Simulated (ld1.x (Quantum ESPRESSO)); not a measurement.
## Before and after: ultrasoft potential for Br (Z = 35)

bromine (Br), ultrasoft, made with ld1.x (Quantum ESPRESSO) 7.5 (PBEsol, scalar-relativistic). Core [Ar] 3d10, reference 4s2 4p5. Waves: 4s (bound): rcut 1.15, rcutus 1.60 bohr; 4s channel at -1.15 Ry: rcut 1.15, rcutus 1.60 bohr; 4p (bound): rcut 1.45, rcutus 1.60 bohr; 4p channel at -0.05 Ry: rcut 1.45, rcutus 1.60 bohr. Local part: all-electron potential smoothed inside 1.20 bohr (lloc = -1). Core correction: none. Augmentation charge: built from norm-conserving waves at rcut, not smoothed further.

Change: local potential all-electron potential smoothed inside 1.68 bohr (lloc = -1).

Cutoffs: the cutoffs (Ry, on a coarse ladder) from which the occupation-weighted sum of valence levels, in a spherical-Bessel basis at the reference potential, stays within 10 and 1 mRy of its value at 400 Ry; they do not see the model core or the augmentation charge, which bear on the density cutoff. Errors are all-electron minus pseudo energies relative to the spin-unpolarised reference configuration.

Problem. Predict the effect on cutoff, ghosts and configuration errors.

Solution. The potential gets neither clearly harder nor softer (15 Ry and 35 Ry → 15 Ry and 35 Ry); of the 7 tests that both files solve, the error grows in 0 and shrinks in 2 by more than 15 % and 0.3 meV (median size 5.1 → 4.0 meV); neither file shows a bound ghost.

| quantity | base | changed |
| --- | --- | --- |
| cutoff, loose | 15 Ry | 15 Ry |
| cutoff, tight | 35 Ry | 35 Ry |
| bound ghosts | none | none |
| error for 4s2 4p4, meV [ΔE 12.55 eV] | -4.0 | -4.0 |
| error for 4s2 4p3, meV [ΔE 35.32 eV] | -14 | -15 |
| error for 4s2 4p2, meV [ΔE 69.33 eV] | -31 | -32 |
| error for 4s2 4p5.3, meV [ΔE -1.96 eV] | +0.2 | +0.2 |
| error for 4s1 4p6, meV [ΔE 12.38 eV] | +8.5 | +6.3 |
| error for 4s2 4p4.5, meV [ΔE 5.07 eV] | -1.3 | -1.3 |
| error for 4s1 4p5, meV [ΔE 25.56 eV] | +5.1 | +3.4 |
| lowest overlap eigenvalue by channel | s 0.32, p 0.42 | s 0.36, p 0.49 |
